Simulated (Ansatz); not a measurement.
The cluster TiO₄⁻. Charge -1, multiplicity 2. Geometry PBE0-D4/def2-SVP, that of the neutral singlet.

```csv
atom,x (Å),y (Å),z (Å)
Ti1,0.000,0.000,0.000
O2,1.055,1.448,-0.222
O3,0.375,1.425,1.041
O4,-0.165,-1.793,-0.117
O5,-1.265,-1.081,-0.702
```

The structure holds 2 bonds between oxygen atoms, so isomers without such links may lie far lower. At PBE-D4/def2-TZVPD, r2SCAN-D4/def2-TZVPD, PBE0-D4/def2-TZVPD the highest occupied level of the charge -1 doublet lies above zero (up to 1.75 eV). By energy differences its removal costs 1.00 eV (vertical, to the charge 0 singlet, at r2SCAN-D4/def2-TZVPD); a positive level beside a positive removal energy at the same level points to self-interaction error. The structure comes from a short search, and lower isomers may exist.

Estimate the α-spin orbital energies around the gap (eV) in Ansatz with PBE-D4/def2-TZVPD, r2SCAN-D4/def2-TZVPD, PBE0-D4/def2-TZVPD.


```tsv
orbital	PBE-D4/def2-TZVPD	r2SCAN-D4/def2-TZVPD	PBE0-D4/def2-TZVPD
HOMO−5	-3.81	-3.88	-4.93
HOMO−4	-1.87	-1.89	-2.67
HOMO−3	-1.76	-1.68	-2.66
HOMO−2	-1.03	-0.89	-1.76
HOMO−1	-0.22	-0.18	-1.13
HOMO	1.71	1.75	0.70
LUMO	1.98	2.47	3.24
LUMO+1	2.74	3.32	3.50
LUMO+2	2.77	3.36	3.50
LUMO+3	2.79	3.49	3.98
LUMO+4	3.46	4.03	4.53
LUMO+5	3.49	4.08	5.25
β HOMO	-0.26	-0.24	-1.18
β LUMO	2.27	2.89	3.49
```
